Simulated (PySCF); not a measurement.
C3Si, SMILES [C]1[c+]2[si-2][c+]21 (connectivity only; charge and spin as stated), neutral, multiplicity 1.

Coordinates come from a r2SCAN-D4/def2-TZVP optimisation.

These are SMD-M06-2X/6-31G* (PySCF) values and carry that method's errors.

Solvation free energies are E(SMD) − E(gas) at the gas-phase geometry, for 1 M in both phases. In vacuum the dipole moment is 3.78 D.

Q: Rank water, dimethylsulfoxide, methanol by solvation free energy, most negative first.

A: methanol (-7.0 kcal/mol), dimethylsulfoxide (-6.7 kcal/mol), water (-5.5 kcal/mol)
